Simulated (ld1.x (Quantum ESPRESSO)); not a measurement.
## PBE ultrasoft dataset for B (Z = 5), scalar-relativistic all-electron reference.

ld1.x (Quantum ESPRESSO) 7.5 was run on this input:

```
&input
   title='B', zed=5., rel=1, dft='PBE', iswitch=3,
   config='[He] 2s1 2p0 3d-2',
   nld=3, rlderiv=2.50, eminld=-4.0, emaxld=5.0, deld=0.02
 /
 &inputp
   pseudotype=3, tm=.true., lloc=-2, rcloc=1.35,
   nlcc=.true.,
   which_augfun='PSQ', rmatch_augfun_nc=.true.,
   file_pseudopw='B.UPF', file_wfcaegen='ae.wfc', file_wfcncgen='nc.wfc', file_beta='beta', file_chi='chi', file_wfcusgen='us.wfc'
 /
6
2S  1  0   1.00   0.00  1.10  1.35  0.0
2S  1  0   0.00  -1.85  1.10  1.35  0.0
2P  2  1   0.00   0.00  1.75  2.15  0.0
2P  2  1   0.00   3.35  1.75  2.15  0.0
3D  3  2  -2.00  -0.10  2.10  2.30  0.0
3D  3  2  -2.00   1.85  2.10  2.30  0.0
 &test
   configts(1)='2s1 2p0'
 /
```

Command:

```bash
ld1.x < B.in > B.out
```

Resulting log (shortened: banner, matrices, multipoles, cross overlaps and the repeated all-electron block are left out):

```
Program LD1 v.7.5
     --------------------------- All-electron run ----------------------------

     B
     scalar relativistic calculation

     atomic number is  5.00
     dft =PBE   lsd =0 sic =0 latt =0  beta=0.20 tr2=1.0E-14
     Exchange-correlation= PBE
                           (   1   4   3   4   0   0   0)
     mesh =1059 r(mesh) = 101.04461 a.u. xmin = -7.00 dx = 0.01250
     1 Ry =  13.60569312 eV, c = 137.03599908

     n l     nl                  e(Ry)          e(Ha)          e(eV)
     1 0     1S 1( 2.00)       -15.5211        -7.7605      -211.1752
     2 0     2S 1( 1.00)        -2.3134        -1.1567       -31.4753
     2 1     2P 1( 0.00)        -1.8736        -0.9368       -25.4911

     final scf error:  1.2E-15 reached in  22 iterations

     Etot =     -46.734040 Ry,     -23.367020 Ha,    -635.849013 eV

     Ekin =      46.644731 Ry,      23.322365 Ha,     634.633892 eV
     Encl =    -102.120827 Ry,     -51.060413 Ha,   -1389.424629 eV
     Eh   =      15.146133 Ry,       7.573066 Ha,     206.073635 eV
     Exc  =      -6.404077 Ry,      -3.202039 Ha,     -87.131912 eV

     normalization and overlap integrals

     s(1S/1S) =  1.000000  <r> =   0.3282  <r2> =    0.1461  r(max) =   0.2103
     s(2S/2S) =  1.000000  <r> =   1.6403  <r2> =    3.1583  r(max) =   1.3710
     s(2P/2P) =  1.000000  <r> =   1.5914  <r2> =    3.0830  r(max) =   1.2562

     ------------------------ End of All-electron run ------------------------

     --------------------- Generating US pseudopotential ---------------------

      Generating local potential from pseudized AE potential:
      Matching radius rcloc =   1.3500
      Enforcing V''(0)=0 (lloc=-2)

      Local pseudo, rcloc= 1.337 Estimated cut-off energy=    14.80 Ry

      Computing core charge for nlcc:

       r > 0.76 : true rho core
       r < 0.76 : rho core = a sin(br)/r    a=   1.30  b=   3.52

      Integrated core pseudo-charge :   0.37
      Wfc-us  2S rcutus= 1.337  Estimated cut-off energy=    24.66 Ry
      Wfc-us  2S rcutus= 1.337  Estimated cut-off energy=    25.43 Ry
      Wfc-us  2P rcutus= 2.150  Estimated cut-off energy=    17.35 Ry
      Wfc-us  2P rcutus= 2.150  Estimated cut-off energy=    18.87 Ry
      Wfc-us  3D rcutus= 2.318  Estimated cut-off energy=    20.71 Ry
      Wfc-us  3D rcutus= 2.318  Estimated cut-off energy=    27.87 Ry

     Q pseudized with Bessel functions
     Expected ecutrho=     200.9303 due to l1=  0   l2=  2

     ------------------- End of pseudopotential generation -------------------

     Computing logarithmic derivative in   2.51389
     Computing logarithmic derivative in   2.51389
     Computing the partial wave expansion
     R is outside the sphere for l=    0 j= 0.00
     R is outside the sphere for l=    0 j= 0.00
     R is outside the sphere for l=    1 j= 0.00
     R is outside the sphere for l=    1 j= 0.00
     R is outside the sphere for l=    2 j= 0.00
     R is outside the sphere for l=    2 j= 0.00

     ---------------------- Testing the pseudopotential ----------------------

     B
     scalar relativistic calculation

     atomic number is  5.00   valence charge is  3.00
     dft =PBE   lsd =0 sic =0 latt =0  beta=0.20 tr2=1.0E-14
     mesh =1059 r(mesh) = 101.04461 xmin = -7.00 dx = 0.01250

     n l     nl             e AE (Ry)        e PS (Ry)    De AE-PS (Ry)
     1 0     2S   1( 1.00)       -2.31339       -2.31340        0.00001
     2 1     2P   1( 0.00)       -1.87356       -1.87356        0.00000

     eps = 2.1E-16  iter =  3

     Etot =     -46.734040 Ry,     -23.367020 Ha,    -635.849013 eV
     Etotps =    -3.105522 Ry,      -1.552761 Ha,     -42.252776 eV

     Ekin =       0.802208 Ry,       0.401104 Ha,      10.914593 eV
     Encl =      -4.019560 Ry,      -2.009780 Ha,     -54.688895 eV
     Ehrt =       0.548439 Ry,       0.274220 Ha,       7.461896 eV
     Ecxc =      -0.889384 Ry,      -0.444692 Ha,     -12.100686 eV
     (Ecc =      -0.354325 Ry,      -0.177162 Ha,      -4.820835 eV)
     Epseu=       0.452775 Ry,       0.226387 Ha,       6.160317 eV

     ---------------------- End of pseudopotential test ----------------------
```

Generation and configuration tests took about 1.3 s on one core of a shared server CPU.

Transferability test of the new file with ld1.x, input:

```
&input
   title='B', zed=5., rel=1, dft='PBE', iswitch=2,
   config='[He] 2s1 2p0 3d-2'
 /
 &test
   file_pseudo='B.UPF', nconf=8,
   configts(1)='2s1 2p0',
   configts(2)='2s2 2p1',
   configts(3)='2s2 2p0',
   configts(4)='2s2 2p0.5',
   configts(5)='2s0 2p3',
   configts(6)='2s1 2p1',
   configts(7)='2s1 2p2',
   configts(8)='2s2 2p1.3'
 /
```

```bash
ld1.x < B.test.in > B.test.out
```

Pseudopotential blocks of its output, shortened (energy terms left out; the distinct warnings before each block abridged to one line each):

```
     ---------------------- Testing the pseudopotential ----------------------

     n l     nl             e AE (Ry)        e PS (Ry)    De AE-PS (Ry)
     1 0     2S   1( 1.00)       -2.31339       -2.31340        0.00001
     2 1     2P   1( 0.00)       -1.87356       -1.87356        0.00000

     eps = 2.1E-16  iter =  3

     Etot =     -46.734041 Ry,     -23.367020 Ha,    -635.849013 eV
     Etotps =    -3.105522 Ry,      -1.552761 Ha,     -42.252776 eV

     ---------------------- End of pseudopotential test ----------------------

          Warning: n=1, l=0 expected 0 nodes, found 1
     Warning: n=2, l=1 expected 0 nodes, found 1
     ---------------------- Testing the pseudopotential ----------------------

     n l     nl             e AE (Ry)        e PS (Ry)    De AE-PS (Ry)
     1 0     2S   1( 2.00)       -0.69405       -0.69506        0.00101
     2 1     2P   1( 1.00)       -0.26511       -0.25446       -0.01065  !

     eps = 7.8E-15  iter = 31

     Etot =     -49.206684 Ry,     -24.603342 Ha,    -669.491038 eV
     Etotps =    -5.569394 Ry,      -2.784697 Ha,     -75.775468 eV
     dEtot_ae =      -2.472643 Ry
     dEtot_ps =      -2.463872 Ry,   Delta E=      -0.008771 Ry

     ---------------------- End of pseudopotential test ----------------------

          ---------------------- Testing the pseudopotential ----------------------

     n l     nl             e AE (Ry)        e PS (Ry)    De AE-PS (Ry)
     1 0     2S   1( 2.00)       -1.43403       -1.43638        0.00235
     2 1     2P   1( 0.00)       -0.98227       -0.97468       -0.00759  !

     eps = 9.1E-16  iter =  7

     Etot =     -48.602552 Ry,     -24.301276 Ha,    -661.271411 eV
     Etotps =    -4.975678 Ry,      -2.487839 Ha,     -67.697550 eV
     dEtot_ae =      -1.868512 Ry
     dEtot_ps =      -1.870156 Ry,   Delta E=       0.001645 Ry

     ---------------------- End of pseudopotential test ----------------------

          ---------------------- Testing the pseudopotential ----------------------

     n l     nl             e AE (Ry)        e PS (Ry)    De AE-PS (Ry)
     1 0     2S   1( 2.00)       -1.03851       -1.03888        0.00037
     2 1     2P   1( 0.50)       -0.59442       -0.58333       -0.01110  !

     eps = 2.8E-16  iter = 16

     Etot =     -48.994466 Ry,     -24.497233 Ha,    -666.603665 eV
     Etotps =    -5.362772 Ry,      -2.681386 Ha,     -72.964234 eV
     dEtot_ae =      -2.260425 Ry
     dEtot_ps =      -2.257251 Ry,   Delta E=      -0.003175 Ry

     ---------------------- End of pseudopotential test ----------------------
```

The test run then stopped with an error in chargeps: “negative rho”.
